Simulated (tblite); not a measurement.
Species: C₄H₁₀Cl₂Si₂.
Structure used (GFN2-xTB), in Å, numbered top down from 1:
```
atom  x, y, z in Å
Si1   -2.7990   -0.9559    0.6616
Si2   -1.5613    0.7821   -0.2311
C3    -0.1716    0.1036   -1.3308
Cl4   -0.8508   -0.7660   -2.6826
C5     1.1489    0.1504   -1.2314
C6     1.8871    0.8142   -0.1120
C7     2.3497   -0.2128    0.9169
Cl8    0.9446   -0.9617    1.7186
H9    -3.4360   -1.7713   -0.3750
H10   -3.8775   -0.4024    1.4874
H11   -2.0214   -1.8609    1.5079
H12   -0.9695    1.6942    0.7583
H13   -2.3188    1.6465   -1.1486
H14    1.7724   -0.3526   -1.9619
H15    1.2570    1.5577    0.3734
H16    2.7760    1.3117   -0.5075
H17    2.9506    0.2495    1.6996
H18    2.9108   -1.0201    0.4459
```

Calculated harmonic vibrations of the isolated species, GFN2-xTB (tblite), most abundant isotopes, no scaling. Against measured fundamentals such values can be off by several per cent, at times by over 20. Modes of hydrogen on silicon can be 10 to 20 % off. One conformer, not necessarily the lowest. The optimisation stopped once no atom felt more than 0.01 eV/Å.

Lowest wavenumbers of the output (negative numbers stand for imaginary wavenumbers):
```
mode    cm-1
  1     -38.2
  2      36.9
  3      53.6
  4      55.6
  5      93.4
  6     132.6
  7     177.5
  8     217.4
  9     285.9
 10     345.3
 11     373.1
 12     385.5
 13     440.8
 14     468.8
 15     474.0
```

Q: Is this structure a minimum?

A: Not by this Hessian. 1 mode is imaginary beyond 20i (38i cm⁻¹), so at this level the point lies at or near a first-order saddle. The curvature is small, so loose convergence or finite differences may be the whole cause.

Q: Which atoms move in the imaginary mode?

A: 38i: H11 (Si–H hydrogen) 35 %, H9 (Si–H hydrogen) 32 %, H10 (Si–H hydrogen) 31 %. These are shares of the mass-weighted motion.

Q: What is the remedy?

A: Step along that mode in both directions, optimise again with tighter thresholds and repeat the frequencies. The zero-point energy of this point (74.7 kcal/mol) counts the 47 real modes alone, and thermal corrections from it aren't those of a minimum.
